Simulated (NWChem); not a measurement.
Molecule: SiH3S2F; SMILES F[SiH](S)S

```xyz
7

Si    -0.4422    -0.4417    -0.0106
F     -1.8656     0.3275     0.1325
S      0.6946     0.2140    -1.6781
S      0.7512     0.0558     1.6757
H     -0.7903    -1.8775    -0.1488
H      0.1311    -0.6772    -2.5243
H     -0.3060     0.0773     2.5189
```
Atoms are numbered in this order, from 1.

Results from NWChem. Coordinates come from a PBE0/def2-SVP optimisation. Level: M06-2X/def2-SVP with SMD (1 M gas to 1 M solution), gas-phase geometry. Reactions with the solvent are ignored.

```json
[
 {"solvent": "water", "dielectric constant": "78.4", "solvation free energy (kcal/mol)": "-2.5", "cavity-dispersion-structure term (kcal/mol)": "2.0", "dipole in solution (D)": "2.24"},
 {"solvent": "cyclohexane", "dielectric constant": "2.02", "solvation free energy (kcal/mol)": "-4.0", "cavity-dispersion-structure term (kcal/mol)": "-1.8", "dipole in solution (D)": "1.92"},
 {"solvent": "ethanol", "dielectric constant": "24.9", "solvation free energy (kcal/mol)": "-6.2", "cavity-dispersion-structure term (kcal/mol)": "-1.9", "dipole in solution (D)": "2.22"},
 {"solvent": "chloroform", "dielectric constant": "4.71", "solvation free energy (kcal/mol)": "-5.7", "cavity-dispersion-structure term (kcal/mol)": "-2.3", "dipole in solution (D)": "2.09"},
 {"solvent": "1-octanol", "dielectric constant": "9.86", "solvation free energy (kcal/mol)": "-5.7", "cavity-dispersion-structure term (kcal/mol)": "-1.7", "dipole in solution (D)": "2.17"},
 {"solvent": "1,4-dioxane", "dielectric constant": "2.21", "solvation free energy (kcal/mol)": "-3.6", "cavity-dispersion-structure term (kcal/mol)": "-1.2", "dipole in solution (D)": "1.94"},
 {"solvent": "dimethyl sulfoxide", "dielectric constant": "46.8", "solvation free energy (kcal/mol)": "-4.9", "cavity-dispersion-structure term (kcal/mol)": "-0.5", "dipole in solution (D)": "2.23"}
]
```
